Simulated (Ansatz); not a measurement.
Calculated with Ansatz (gas phase, PBE0-D4/def2-TZVP geometries, no zero-point term in ΔE). CBS: MP2 limit from def2 TZ/QZ plus the TZ coupled-cluster correction, frozen cores. DFT in def2-TZVPP. Each species was taken in one conformer, which may not be the lowest.

Consider the redistribution: `C[SiH](N)[AlH2]` + `CBOC` → `C[SiH2]N` + `CO[B](C)[AlH2]`.

| level | ΔE (kcal/mol) |
| --- | --- |
| r2SCAN-D4 | 8.3 |
| B2PLYP | 8.5 |

(1) What does CCSD(T)/CBS give? (Estimate.)

Largest T1 diagnostic among the species: 0.013.

Answers

(1) The calculation gave: +8.3 kcal/mol. The listed levels differ from it by 0.0, 0.2 kcal/mol.

In def2-TZVPP, CCSD(T) changes the Hartree–Fock value by −0.8 kcal/mol (the triples alone add −0.2 kcal/mol) and MP2 by −0.7 kcal/mol.
